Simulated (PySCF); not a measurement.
Input file for PySCF: R-HF/STO-3G on FGeH (SMILES [F][GeH]), a point of a bond scan (R = 1.615 Å).

```python
from pyscf import gto, scf, dft, mp
from pyscf.data.elements import chemcore

mol = gto.M(
    atom='''
    Ge   -0.11370409   -0.22690637    0.28076938
    H    -0.98451576   -1.05346065   -0.79917524
    F     0.51367187    0.92382939   -0.90949390
    ''',
    basis='sto-3g',
    charge=0, spin=0, verbose=3, max_memory=1800)
mf = scf.RHF(mol)
mf.conv_tol = 1e-8
mf.max_cycle = 100
mf.kernel()
if not mf.converged:
    mf = mf.newton().run(mf.mo_coeff, mf.mo_occ)
```

Output:

```
converged SCF energy = -2150.31256174845
```

The calculation finished and met its thresholds.

Cost: around 0.24 core-seconds (rough).
